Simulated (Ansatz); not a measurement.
A single point on `OB1CC[Se]1`.

```yaml
crystal:
  periodic: [false, false, false]
  atoms:
    - {symbol: O, position_ang: [-1.955539, 0.097315, 1.197492]}
    - {symbol: B, position_ang: [-0.912722, 0.160518, 0.349030]}
    - {symbol: C, position_ang: [0.526774, -0.459365, 0.458747]}
    - {symbol: C, position_ang: [1.035295, 0.085522, -0.887838]}
    - {symbol: Se, position_ang: [-0.646281, 1.020011, -1.395731]}
    - {symbol: H, position_ang: [-2.740483, 0.565413, 0.901989]}
    - {symbol: H, position_ang: [1.107083, -0.094123, 1.311185]}
    - {symbol: H, position_ang: [0.540880, -1.552166, 0.507577]}
    - {symbol: H, position_ang: [1.276678, -0.675486, -1.626962]}
    - {symbol: H, position_ang: [1.851414, 0.801059, -0.812588]}
basis:
  gaussian: {orbitals: def2-QZVPP}
correlation: {method: mp2}
```

```sh
$ ansatz run in.yaml --threads 4 --pin off --events-out ev --progress --plain --max-ram 10444MiB
```

Output, abridged:

```
Functional definition: HF
2872 factors; integrals over basis functions are off by at most 9.8e-4 eV
mean field evaluation 1: about -70152.8405 eV, gradient 4.3e1 eV
mean field evaluation 2: about -70153.0007 eV, gradient 4.3e1 eV
mean field evaluation 4: about -70157.1195 eV, gradient 4.4e0 eV
mean field evaluation 8: about -70157.1873 eV, gradient 3.3e-1 eV
mean field -70157.18789317 eV, -2578.2291008239 hartree, gradient 7.0e-6 eV, S^2 0.000000; 0 other end points of the search recorded, 0 dependent functions left out
13 core orbitals not correlated: weight in the atoms' cores, before any rotation towards them, 1.000 or more for the frozen orbitals, at most 0.000 for the correlated occupied ones
reference -70157.18789317 eV, -2578.2291008239 hartree; 19, 19 occupied and 435, 435 virtual orbitals, 2872 factors
second order -35.25716322 eV of doubles, -0.00000000 eV of singles
Total energy: -70192.44505638 eV, -2579.5247776739 hartree
```

It took 31 s on 4 threads of an Arm Neoverse V1 on a shared host, with 3 GiB of host memory at the peak.
